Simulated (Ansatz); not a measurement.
`[NH2][InH2]` + `OBF` → `FB[O][InH2]` + NH₃ at 600 K and 1 bar (ligand exchange at the In–N bond).

Isolated molecules relaxed with PBE0-D4/def2-TZVP in Ansatz; ΔE leaves out vibrations. CCSD(T)/CBS is the MP2 limit (def2-TZVPP, def2-QZVPP) plus CCSD(T) − MP2 in def2-TZVPP, frozen cores. This one scheme is used for every species. def2 core potentials past Kr. For In outer-core shells are correlated without core-valence functions, which leaves a few kJ/mol of doubt a bond. One conformer a species, not always the lowest.

```csv
species,CCSD(T)/CBS energy (Eh),H − E (kJ/mol),S (J/(mol·K))
`[NH2][InH2]`,-246.90424,135.4,338.1
`OBF`,-201.07426,109.4,294.7
`FB[O][InH2]`,-391.48685,133.2,404.8
NH₃,-56.50880,112.4,219.5
```

H − E and S are ideal-gas, rigid-rotor, harmonic terms from PBE0-D4/def2-TZVP, for one conformer and one mirror image of each species. 1 Eh = 2625.50 kJ/mol, R = 8.31446 J/(mol·K).

Task: By hand: ΔE, ΔH, ΔS and ΔG.

Result: ΔE = (-391.48685) + (-56.50880) − (-246.90424) − (-201.07426) = -0.01715 Eh = -45.0 kJ/mol. Δ(H − E) = 133.2 + 112.4 − 135.4 − 109.4 = 0.8, so ΔH = -44.2 kJ/mol. ΔS = 404.8 + 219.5 − 338.1 − 294.7 = -8.5 J/(mol·K). ΔG = -44.2 − 600 × (-8.5)/1000 = -39.1 kJ/mol.

Task: By hand: the equilibrium constant, and the temperature at which ΔG would vanish if ΔH and ΔS stayed fixed.

Result: log₁₀ K = −ΔG/(RT ln 10) = 3.4. ΔG = 0 at ΔH/ΔS = 5200 K, far beyond where these terms or the molecules hold.

The number of gas molecules stays the same, so ΔS is small and ΔH decides. A doubt of 5 kJ/mol in ΔE shifts log₁₀ K by 0.4 here. Other conformers and mirror images would add mixing entropy, several J/(mol·K) or more a flexible species. These are equilibria of isolated gas molecules and say nothing of rates. Largest T1 diagnostic: 0.016 (customary marks: 0.02 for closed shells, 0.045 for open ones).
